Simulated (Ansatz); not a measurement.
Geometry optimisation, UHF/6-31G* in Ansatz.

Input file:

```yaml
crystal:
  periodic: [false, false, false]
  atoms:
    - { symbol: Al, position_ang: [-0.048289, 0.149988, 0.593586] }
    - { symbol: H, position_ang: [-0.431884, 1.493297, 1.303866] }
    - { symbol: F, position_ang: [1.465404, -0.028508, -0.022469] }
    - { symbol: F, position_ang: [-1.23258, -0.787008, -0.055372] }
    - { symbol: "N", position_ang: [0.096583, -0.33292, 2.575744] }
    - { symbol: H, position_ang: [-0.717801, -0.472562, 3.15112] }
    - { symbol: H, position_ang: [0.868568, -0.022287, 3.143525] }
magnetization:
  spin_polarized: true
  initial_magnetization: 1
basis:
  gaussian: { orbitals: "6-31G*" }
hamiltonian:
  xc: hf
relax:
  f_tol: 0.03
  max_steps: 50
output:
  orbitals: {}
```

Command:

```bash
$ ansatz run input.yaml --threads 1 --pin off --max-ram 2048MiB --backend cpu --events-out ev --progress --plain --runs-dir out
```

Problem. Where does it end, and by what steps?

Solution. It converged. After 8 steps the energy has fallen by 0.256 eV; H2 moved furthest, 0.65 Å.

| step | energy less start (eV) | largest force component (eV/Å) | accepted |
| --- | --- | --- | --- |
| 0 | 0.0000 | 0.767 | yes |
| 1 | -0.0968 | 0.527 | yes |
| 2 | -0.1619 | 0.586 | yes |
| 3 | -0.1994 | 1.638 | yes |
| 4 | -0.2250 | 0.888 | yes |
| 5 | -0.2516 | 0.213 | yes |
| 6 | -0.2556 | 0.042 | yes |
| 7 | -0.2561 | 0.043 | yes |
| 8 | -0.2562 | 0.004 | yes |

```xyz
7
Properties=species:S:1:pos:R:3
Al -0.090 0.317 0.644
H -0.525 1.831 0.751
F 1.463 -0.023 0.195
F -1.226 -0.794 0.190
N 0.087 -0.310 2.614
H -0.653 -0.733 3.150
H 0.943 -0.289 3.146
```

Whether the end is a true minimum wasn't checked by a vibrational analysis.

Run time: 13 s on 1 thread of Arm Neoverse V1, with other jobs on the host, peak memory 0.14 GiB.
